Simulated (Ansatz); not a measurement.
Molecule: YF₂, charge 1, multiplicity 1. The spin state was set by rule; other spins were not relaxed. 
Coordinates optimised at B3LYP-D3(BJ)/def2-TZVP (Ansatz, a program for electronic structure):
```
Y
F 1 1.9202
F 1 1.9202 2 111.88
```
Charge +1, spin multiplicity 1.

Parts of the frozen-core correlation energy in def2-QZVPPD (Ansatz, hartree). Frozen orbitals: 6; correlated occupied orbitals by spin: 8 and 8; virtual: 199 and 199. No spin-orbit coupling. In def2 rows, elements after Kr have scalar-relativistic effective core potentials.

| term | value |
|---|---|
| reference (HF) | -236.80224 |
| MP2 opposite-spin | -0.45761 |
| MP2 same-spin | ? |
| CCSD correlation | ? |
| (T) | ? |
| T1 diagnostic | 0.017 |
| largest doubles amplitude | 0.014 |

Question: Complete the blanks.

Answer: 
- MP2 same-spin, value: -0.15984
- CCSD correlation, value: -0.60359
- (T), value: -0.02129
